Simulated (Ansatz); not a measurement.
Calculated with Ansatz (gas phase, PBE0-D4/def2-TZVP geometries, no zero-point term in ΔE). CCSD(T)/CBS adds triple-zeta CCSD(T) − MP2 to the extrapolated MP2 energy (def2 sets, frozen cores). For Br, Ge outer-core shells are correlated without core-valence functions, which leaves a few kJ/mol of doubt a bond. Scalar relativity is left out up to krypton. Each species was taken in one conformer, which may not be the lowest.

`[GeH3][SiH2][SiH2][SiH2][GeH2][GeH3]` + HBr → `[GeH3][Br]` + `[GeH3][SiH2][SiH2][SiH2][GeH3]`  (cleavage of the Ge–Ge bond)

| species | HF/CBS(def2) energy (Eh) |
| --- | --- |
| `[GeH3][SiH2][SiH2][SiH2][GeH2][GeH3]` | -7101.25424 |
| HBr | -2573.05821 |
| `[GeH3][Br]` | -4649.67321 |
| `[GeH3][SiH2][SiH2][SiH2][GeH3]` | -5024.66732 |

Problem. Work out ΔE.

Solution. ΔE = (-4649.67321) + (-5024.66732) − (-7101.25424) − (-2573.05821) = -0.02808 Eh = -73.7 kJ/mol. CCSD(T)/CBS gives -35.9 kJ/mol.

Largest T1 diagnostic among the species: 0.013.

Leaving LDA and LC-ωPBE aside and taking each functional with its dispersion term where it has one, the values, not all of them listed here, spread over 16.0 kJ/mol, from B97M-V to PBE-D4. LDA lies +12.3 kJ/mol from PBE without D4. In def2-TZVPP, CCSD(T) changes the Hartree–Fock value by +37.1 kJ/mol (the triples alone add +3.7 kJ/mol) and MP2 by +35.7 kJ/mol. The D4 term adds +13.0 kJ/mol with B3LYP and +8.0 kJ/mol with PBE0; it sums over pairs of atoms, weighted by their polarisabilities, and B3LYP, whose exchange is more repulsive, gets the larger term.

B3LYP here is the variant with VWN-RPA as its local correlation; programs differ in this.
